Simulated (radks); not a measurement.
The numbers below are computed, except where a source is named.
P IV, 12 electrons, occupied as [He] 2s2 2p4 3s2 3p2 (not the ground configuration). Code: a radial shooting solver on a logarithmic mesh with Libxc functionals. Model: scalar-relativistic Kohn-Sham, RPBE, spin-polarised, spherical densities, finite nucleus; open shells are filled with parallel spins first; Fermi nuclear charge, rms radius 3.1889 fm.

Unscreened Slater integrals over Kohn-Sham orbitals (eV). They are taken over the spin-up orbitals. Empty in this configuration: 3d.

F0(3p,3p): 15.604
F2(3p,3p): 8.0054
F0(3p,3s): 16.034
G1(3p,3s): 10.791
F0(3p,2p): 20.960
F2(3p,2p): 4.1287
G0(3p,2p): 1.6476
G2(3p,2p): 1.6962
F0(3p,2s): 20.630
G1(3p,2s): 1.2742
F0(3p,3d): 14.871
F2(3p,3d): 7.4132
G1(3p,3d): 9.1699
G3(3p,3d): 5.6886
F0(3s,3s): 16.511
F0(3s,2p): 21.749
G1(3s,2p): 1.7931
F0(3s,2s): 21.495
G0(3s,2s): 1.4330
F0(3s,3d): 15.270
G2(3s,3d): 7.1516
F0(2p,2p): 55.806
F2(2p,2p): 26.123
F0(2p,2s): 52.343
G1(2p,2s): 30.835
F0(2p,3d): 19.058
F2(2p,3d): 3.5217
G1(2p,3d): 2.4573
G3(2p,3d): 1.3885
F0(2s,2s): 50.059
F0(2s,3d): 19.010
G2(2s,3d): 2.1093
F0(3d,3d): 14.291
F2(3d,3d): 7.0772
F4(3d,3d): 4.5093

Derived for the open shells (J is the average intra-shell exchange parameter used in DFT+U). 2p: J = F2/5 = 5.225 eV; in LS coupling 1D lies 6 F2/25 = 6.269 eV above 3P. 3p: J = F2/5 = 1.601 eV; in LS coupling 1D lies 6 F2/25 = 1.921 eV above 3P.
